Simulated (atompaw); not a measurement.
What the settings do to the PAW (atompaw) potential of Ti

Base potential:

* Element: titanium
* Generator: atompaw 4.2.0.5
* Type: PAW
* Functional: PBEsol
* Relativity: scalar-relativistic
* Frozen core: [Ar]
* Valence charge: 4
* Reference configuration: 3d2 4s2 4p0
* Partial waves: 4s (bound): rc 3.00 bohr; 4s channel at 2.5 Ry: rc 3.00 bohr; 4p (bound, empty): rc 3.00 bohr; 4p channel at 0.85 Ry: rc 3.00 bohr; 3d (bound): rc 3.00 bohr; 3d channel at 1 Ry: rc 3.00 bohr
* Local potential: troulliermartins scheme with l = 3 at 0 Ry, radius 2.00 bohr
* Core correction: smooth core density matched at 1.85 bohr
* Augmentation charge: besselshape compensation charge, radius 2.45 bohr; PAW radius 3.00 bohr; waves and projectors: custom rrkj vanderbiltortho

Cutoffs, loose and tight: the cutoffs (Ry, on a coarse ladder) from which the occupation-weighted sum of valence levels, in a spherical-Bessel basis at the reference potential, stays within 10 and 1 mRy of its value at 400 Ry. They see the waves, projectors and local potential, not the compensation charge or the core. A dash means not determined.

A true bound ghost makes a file unfit for plane-wave use even where its test errors are small: the radial tests pick states by their node count and pass the ghost by.

| change | outcome | cutoff, loose | cutoff, tight | bound ghosts |
| --- | --- | --- | --- | --- |
| base | generated | 10 Ry | 12 Ry | s |
| functional PBE | generated | 10 Ry | 12 Ry | s |
| augmentation sinc compensation charge, radius 2.45 bohr; PAW radius 3.00 bohr; waves and projectors: custom rrkj vanderbiltortho | generated | 10 Ry | 12 Ry | s |
| wave 4s (bound): rc 3.00 bohr becomes 4s (bound): rc 1.78 bohr | failed: atompaw: The overlap operator has at least one negative eigenvalue! | – | – | – |
| local potential troulliermartins scheme with l = 3 at 0 Ry, radius 2.70 bohr | generated | 10 Ry | 12 Ry | none |
| wave 3d (bound): rc 3.00 bohr becomes 3d (bound): rc 2.38 bohr | generated | 15 Ry | 18 Ry | s |
| core [Ne] 3s2, valence charge 10; reference 3p6 3d2 4s1.75 4p0.25; waves now 4s (bound): rc 2.95 bohr; 4s channel at 0.85 Ry: rc 2.95 bohr; 3p (bound): rc 1.20 bohr; 4p (bound): rc 1.60 bohr; 3d (bound): rc 1.55 bohr; 3d channel at 0.05 Ry: rc 2.95 bohr; local potential troulliermartins scheme with l = 3 at 0 Ry, radius 2.30 bohr; core correction smooth core density matched at 1.70 bohr; augmentation besselshape compensation charge, radius 2.70 bohr; PAW radius 2.95 bohr; waves and projectors: custom rrkj vanderbiltortho | generated | 55 Ry | 100 Ry | none |
| augmentation besselshape compensation charge, radius 1.68 bohr; PAW radius 3.00 bohr; waves and projectors: custom rrkj vanderbiltortho | generated | 10 Ry | 12 Ry | s |
